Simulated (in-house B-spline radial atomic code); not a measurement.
Ionising the bismuth ion Bi⁵⁹⁺ with different functionals

Computed with a B-spline radial code for spherical atoms: scalar-relativistic (spin-free X2C) Hamiltonian, Fermi nucleus of rms radius 5.5211 fm, spin-polarised at highest spin, spherical fractional occupations for the functionals. The ionisation energy is the difference of two self-consistent energies, [Ar] 3d6 → [Ar] 3d5, without Breit or QED terms; ε is the level of the shell that loses the electron (its least bound occupied spin orbital). There is no spin-orbit coupling in this Hamiltonian.

Hybrids are left out here: with spherical fractional occupations of an open shell their exact exchange keeps a self-interaction that integer-occupation calculations don't have.

| method | rung | ΔSCF (eV) | -ε(3d) (eV) |
| --- | --- | --- | --- |
| LDA VWN5 | LDA | ? | ? |
| PW91 | GGA | ? | ? |
| BP86 | GGA | 6241.1 | 6166.0 |
| OLYP | GGA | 6244.7 | 6170.3 |
| revTPSS | meta-GGA | 6237.1 | 6162.6 |

(1) What does LDA VWN5 give?

(2) What does PW91 give?

(3) How do they compare with the NIST value?

## Answers

(1) ΔSCF 6240.4 eV, and -ε(3d) = 6165.1 eV.

(2) ΔSCF 6241.0 eV, and -ε(3d) = 6165.9 eV.

(3) NIST lists 6208 eV ± 7 (tabulated theory, ground level to ground level). Errors run from +29.1 to +36.7 eV. The correlated functionals all miss on the same side by more than they spread, so the cause is common to them (spin-orbit coupling, Breit-QED terms, multiplet and fine-structure energies, or a listed next ion that isn't the cheapest removal here) and closeness doesn't rank the functionals.
